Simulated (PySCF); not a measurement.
An EPR job on `CN([O])C(F)(F)F` [radical].

Computed with UKS B3LYP, pcH-1 on C F H N O, non-relativistic, mean-field spin-orbit, GIAO (PySCF 2.14.0). Geometry: GFN2-xTB. A driver script takes a list of jobs; this job's settings line and coordinates (Å) are shown.

Input:
```
{"job": {"kind": "epr", "basis": "pcH-1"}, "charge": 0, "multiplicity": 2}
C      1.198295    -0.312127    -0.255838
N      0.132073     0.586800     0.103703
O      0.319940     1.819831     0.340583
C     -1.181491     0.040430     0.189956
F     -2.080072     0.940477     0.519221
F     -1.231509    -0.956333     1.092412
F     -1.550051    -0.516999    -0.977682
H      1.010024    -0.743253    -1.241913
H      1.272210    -1.119230     0.476892
H      2.119464     0.265058    -0.269862
```

Output:
```
UKS, coarse grid
  cycle   1  E = -507.17675123  |g| = 9.13e-01
  cycle   2  E = -506.27312376  |g| = 1.91e+00
  cycle   3  E = -507.46338267  |g| = 1.41e-01
  cycle   4  E = -507.46363510  |g| = 1.47e-01
  cycle   5  E = -507.47062778  |g| = 1.97e-02
  cycle   6  E = -507.47078644  |g| = 9.80e-03
  cycle   7  E = -507.47082773  |g| = 3.27e-03
  cycle   8  E = -507.47083353  |g| = 9.19e-04
UKS, final grid
  cycle   1  E = -507.47074505  |g| = 9.26e-04
  cycle   2  E = -507.47074496  |g| = 1.10e-03
  cycle   3  E = -507.47074537  |g| = 1.28e-04
  cycle   4  E = -507.47074538  |g| = 6.06e-05
  cycle   5  E = -507.47074538  |g| = 4.15e-05
  cycle   6  E = -507.47074538  |g| = 1.23e-05
E = -507.47074538 Eh   <S^2> = 0.7532 (exact 0.7500)
g shifts (ppm)      1          2          3
  rmc          -317       -317       -317
  gc             -5         64         65
  oz_so         108       3697       8431
  total        -214       3444       8179
hyperfine (MHz)  atom isotope    a_iso     a_fc   dipolar eigenvalues
    0   13C     -18.57     -18.57     -1.53     -0.74      2.27
    1   14N      17.39      17.39    -23.36    -22.03     45.39
    2   17O     -44.38     -44.38   -204.47     99.94    104.53
    3   13C     -22.17     -22.17     -2.83      0.95      1.88
    4   19F      -5.75      -5.75     -3.83      1.48      2.35
    5   19F      63.92      63.92    -34.77    -33.99     68.76
    6   19F      63.32      63.32    -34.51    -33.76     68.27
    7    1H      47.04      47.04     -4.01     -3.38      7.39
    8    1H      46.64      46.64     -4.01     -3.38      7.40
    9    1H       0.43       0.43     -4.59     -4.18      8.77
```

rmc, gc and oz_so are the mass-correction, gauge-correction and orbital-Zeeman/spin–orbit parts of the g shift along its three principal axes; a_iso is the isotropic hyperfine coupling and a_fc its Fermi-contact part. Atoms in this output count from 0.

Task: How far is ⟨S²⟩ from the pure-spin value?

Result: S = 0.5 gives S(S+1) = 0.75; the run has 0.7532, 0.0032 more.

Task: Get g_iso from the total shifts.

Result: Their mean is 3803 ppm; added to g_e = 2.002319 it gives 2.00612.

Main results: ⟨S²⟩ 0.753; g_iso 2.0061.

Geometry: GFN2-xTB; no solvent, vibrations or thermal averaging.

Time: 38 s of wall time. Hardware: Arm Neoverse V1, one thread, no GPU, on a shared host.
Labels such as C1 count atoms from 1, the log's own numbers from 0.
